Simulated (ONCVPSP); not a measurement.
# Logarithmic derivatives: Ca (Z = 20), ONCV

Ca, optimised norm-conserving Vanderbilt (ONCV), made with ONCVPSP 4.0.1 (PBEsol, scalar-relativistic). Core [Ne], reference 3s2 3p6 3d1 4s1. Waves: 3s+4s: rc 1.85 bohr, ncon 3, nbas 6, qcut 7.5 1/bohr, 2 projectors; 3p: rc 1.45 bohr, ncon 3, nbas 8, qcut 10.3 1/bohr, 2 projectors, debl 3.8 Ha; 3d: rc 2.15 bohr, ncon 5, nbas 9, qcut 7.7 1/bohr, 2 projectors, debl 2.4 Ha. Local part: polynomial inside 1.30 bohr (lpopt 5, dvloc0 0 Ha). Core correction: Teter function, fcfact 4.25, rcfact 1.2.

The phase is arctan(r·R′/R) of the radial function R(r), unwrapped; energies in Ha, scanned from -3 to 5 Ha. A pole is an energy at which the radial function vanishes at the test radius. The pseudo phase is shifted by a multiple of π to meet the all-electron one at the reference energy, and phase errors are pseudo minus all-electron; the curves can meet again beyond the range given. Levels narrower than the energy grid can be missing from the lists of poles.

```
channel  radius (bohr)  reference energy (Ha)  poles, all-electron  poles, pseudo  unbroken range about the reference energy with phases within 0.05 rad  phase error 1 Ha above the reference energy (rad)
      s           1.88                  -0.12                -1.27    -1.27, 4.87                                                        the whole range                                             -0.001
      p           1.47                  -0.95                 0.61           0.61                                                        the whole range                                             -0.000
      d           2.18                  -0.03           0.46, 3.96     0.46, 3.99                                                        the whole range                                             +0.001
```

Phases in the d channel:

```csv
E (Ha),all-electron,pseudo
-2.98,1.340,1.340
-2.76,1.329,1.329
-2.54,1.316,1.316
-2.32,1.301,1.301
-2.10,1.283,1.283
-1.88,1.261,1.261
-1.66,1.233,1.233
-1.44,1.197,1.197
-1.22,1.149,1.149
-1.00,1.077,1.077
-0.78,0.962,0.962
-0.56,0.742,0.742
-0.34,0.236,0.236
-0.12,-0.652,-0.652
0.10,-1.212,-1.212
0.32,-1.468,-1.468
0.54,-1.621,-1.620
0.76,-1.745,-1.745
0.98,-1.881,-1.880
1.20,-2.075,-2.074
1.42,-2.432,-2.430
1.64,-3.119,-3.116
1.86,-3.815,-3.814
2.08,-4.172,-4.171
2.30,-4.350,-4.350
2.52,-4.455,-4.455
2.74,-4.524,-4.524
2.96,-4.574,-4.574
3.18,-4.613,-4.613
3.40,-4.646,-4.645
3.62,-4.673,-4.672
3.84,-4.699,-4.697
4.06,-4.723,-4.720
4.28,-4.746,-4.742
4.50,-4.771,-4.765
4.72,-4.797,-4.789
4.94,-4.827,-4.816
```
